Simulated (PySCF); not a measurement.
## Removing the step error of a finite difference

System: H₃BCl₂Si (SMILES [SiH3]B(Cl)Cl), singlet, at a GFN2-xTB geometry. Level: B3LYP/6-31G*, polarisability (PySCF). Sums are taken with unrounded values, so a last digit can differ.

Second differences of the energy in a field along z gave a polarisability along z of 56.321 bohr³ at step 0.02 and 56.975 bohr³ at step 0.05 (atomic units).

### Question
Extrapolate to zero step.

### Answer
The leading error of a symmetric difference goes as h², so A(h) = A0 + c h². Then c = (56.975 - (56.321))/(0.05² - 0.02²) = 311 (atomic units) and A0 = 56.321 - c × 0.02² = 56.197 bohr³. The analytic value from the same program and level is 56.200 bohr³: the smaller step missed it by 0.122, the extrapolation by -0.003.
